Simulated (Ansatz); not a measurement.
`F[SiH2][GeH]([F])[Cl]` and `[F][GeH]([Cl])[O][SiH3]` differ in one atom or group.

Ansatz, PBE0-D4/def2-TZVP geometries, multiplicity 1. Each molecule was computed in one conformer, which needn't be the lowest.

Scalar relativity is left out up to krypton.

```tsv
property	`F[SiH2][GeH]([F])[Cl]`
HOMO–LUMO gap (PBE0/def2-TZVPP) / eV	7.14
HOMO–LUMO gap (B3LYP/def2-TZVPP) / eV	6.72
HOMO–LUMO gap (PBE/def2-TZVPP) / eV	5.01
size of the dipole moment (PBE/def2-TZVPP) / D	3.07
LUMO energy (ωB97M-V/def2-TZVPP) / eV	0.41
LUMO energy (B3LYP/def2-TZVPP) / eV	-1.61
```

Task: What does the change do to each property? (An estimate is asked.)

Result: Ansatz gave: 
```csv
property,`[F][GeH]([Cl])[O][SiH3]`,shift
HOMO–LUMO gap (PBE0/def2-TZVPP) / eV,8.53,1.39
HOMO–LUMO gap (B3LYP/def2-TZVPP) / eV,7.99,1.27
HOMO–LUMO gap (PBE/def2-TZVPP) / eV,6.05,1.04
size of the dipole moment (PBE/def2-TZVPP) / D,1.38,-1.69
LUMO energy (ωB97M-V/def2-TZVPP) / eV,1.30,0.89
LUMO energy (B3LYP/def2-TZVPP) / eV,-0.94,0.67
```

With PBE0 the HOMO falls by 0.59 eV and the LUMO rises by 0.80 eV, so the gap widens by about 1.39 eV. PBE moves the HOMO by -0.42 eV and ωB97M-V by -0.82 eV. Dipoles are sizes alone; their direction can turn.

B3LYP here is the variant with VWN-RPA as its local correlation; programs differ in this.
